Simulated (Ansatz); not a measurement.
The same ligand exchange along the group C, Si, Ge.

Isolated molecules relaxed with PBE0-D4/def2-TZVP in Ansatz; ΔE leaves out vibrations. CBS: MP2 limit from def2 TZ/QZ plus the TZ coupled-cluster correction, frozen cores. This one scheme is used for every species. Functionals use def2-TZVPP. B3LYP here is the variant with VWN-RPA as its local correlation; programs differ in this. For Ga, Ge outer-core shells are correlated without core-valence functions, which leaves a few kJ/mol of doubt a bond. Scalar relativity is left out up to krypton. Each species was taken in one conformer, which may not be the lowest.

| reaction | CCSD(T)/CBS(def2) (eV) |
| --- | --- |
| `[CH3][GaH][Cl]` + H₂S → `[SH][GaH][Cl]` + CH₄ | -1.06 |
| `[SiH3][GaH][Cl]` + H₂S → `[SH][GaH][Cl]` + SiH₄ | ? |
| `[Cl][GaH][GeH3]` + H₂S → `[SH][GaH][Cl]` + GeH₄ | -0.57 |

Task: Fill in the missing values. (An estimate is asked.)

Result: Computed: `[SiH3][GaH][Cl]` + H₂S → `[SH][GaH][Cl]` + SiH₄: -0.79 eV.

Largest T1 diagnostic: 0.013, for `[SiH3][GaH][Cl]`.
